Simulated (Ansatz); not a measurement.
Consider the redistribution: `[AlH2][NH][SiH2]Cl` + `[CH3][AlH][C](=N)[SeH]` → `N=C([SeH])[SiH2]Cl` + `[CH3][AlH][NH][AlH2]`.

Computed with Ansatz on PBE0-D4/def2-TZVP structures; ΔE is electronic, products minus reactants. CCSD(T)/CBS adds triple-zeta CCSD(T) − MP2 to the extrapolated MP2 energy (def2 sets, frozen cores). DFT in def2-TZVPP. B3LYP here is the variant with VWN-RPA as its local correlation; programs differ in this. For Se outer-core shells are correlated without core-valence functions, which leaves a few kJ/mol of doubt a bond. Scalar relativity is left out up to krypton. Each species was taken in one conformer, which may not be the lowest.

```
             level  ΔE (kJ/mol)  difference from CCSD(T)/CBS
            PBE-D4        -21.9                         -3.0
         r2SCAN-D4        -20.9                         -2.0
           PBE0-D4        -20.8                         -1.9
          B3LYP-D4        -19.7                         -0.8
           ωB97X-V        -20.5                         -1.6
           ωB97M-V        -20.7                         -1.8
            B2PLYP        -18.9                          0.0
               PBE        -20.6                         -1.7
            r2SCAN        -20.5                         -1.6
              PBE0        -19.7                         -0.8
             B3LYP        -17.6                          1.3
     HF/def2-TZVPP        -11.6                          7.3
    MP2/def2-TZVPP        -21.7                         -2.8
SCS-MP2/def2-TZVPP        -20.2                         -1.3
   CCSD/def2-TZVPP        -19.2                         -0.3
CCSD(T)/def2-TZVPP        -20.0                         -1.1
     HF/def2-QZVPP        -11.3                          7.6
    MP2/def2-QZVPP        -21.0                         -2.1
SCS-MP2/def2-QZVPP        -19.4                         -0.5
      HF/CBS(def2)        -11.3                          7.6
     MP2/CBS(def2)        -20.6                         -1.7
    CCSD/CBS(def2)        -18.0                          0.9
       CCSD(T)/CBS        -18.9                            0
```

Largest T1 diagnostic among the species: 0.012.

In def2-TZVPP, CCSD(T) changes the Hartree–Fock value by −8.4 kJ/mol (the triples alone add −0.9 kJ/mol) and MP2 by −10.1 kJ/mol.
